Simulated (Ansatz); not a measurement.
Stepwise reaction of germanium tetrachloride with hydrogen, as a gas-phase model of exchange steps in deposition or etching. ΔE in kJ/mol; ΔG adds harmonic PBE0-D4 terms to CCSD(T)/CBS, at 1 bar.

Computed with Ansatz on PBE0-D4/def2-TZVP structures; ΔE is electronic, products minus reactants. CCSD(T)/CBS adds triple-zeta CCSD(T) − MP2 to the extrapolated MP2 energy (def2 sets, frozen cores). This one scheme is used for every species. DFT in def2-TZVPP. B3LYP here is the variant with VWN-RPA as its local correlation; programs differ in this. For Ge outer-core shells are correlated without core-valence functions, which leaves a few kJ/mol of doubt a bond. Scalar relativity is left out up to krypton.

```csv
step,reaction,PBE-D4,B3LYP-D4,ωB97M-V,CCSD(T)/CBS,ΔG(600 K)
1,`[Cl][Ge]([Cl])([Cl])[Cl]` + H₂ → `[Cl][GeH]([Cl])[Cl]` + HCl,45.6,45.1,43.3,41.3,25.8
3,`[Cl][GeH2][Cl]` + H₂ → `[Cl][GeH3]` + HCl,55.2,54.6,53.6,52.3,46.4
4,`[Cl][GeH3]` + H₂ → GeH₄ + HCl,49.1,50.2,49.8,48.5,47.5
```

Give the row of step 2, `[Cl][GeH]([Cl])[Cl]` + H₂ → `[Cl][GeH2][Cl]` + HCl. (Best estimate.)

Computed: 
```
step                                             reaction  PBE-D4  B3LYP-D4  ωB97M-V  CCSD(T)/CBS  ΔG(600 K)
   2  `[Cl][GeH]([Cl])[Cl]` + H₂ → `[Cl][GeH2][Cl]` + HCl    53.6      52.5     51.2         49.6       39.5
```

By hand: ΔE of the 4 steps together at CCSD(T)/CBS.

(41.3) + (49.6) + (52.3) + (48.5) = 191.7 kJ/mol, or 47.9 kJ/mol a step.

In ΔE step 1 is the lowest and step 3 the highest. All are uphill at CCSD(T)/CBS. ΔG lies between 25.8 and 47.5 kJ/mol a step. PBE-D4 differs from CCSD(T)/CBS by 0.6 to 4.3 kJ/mol a step. Isolated molecules leave out the surface, adducts and barriers. Largest T1 diagnostic: 0.012.
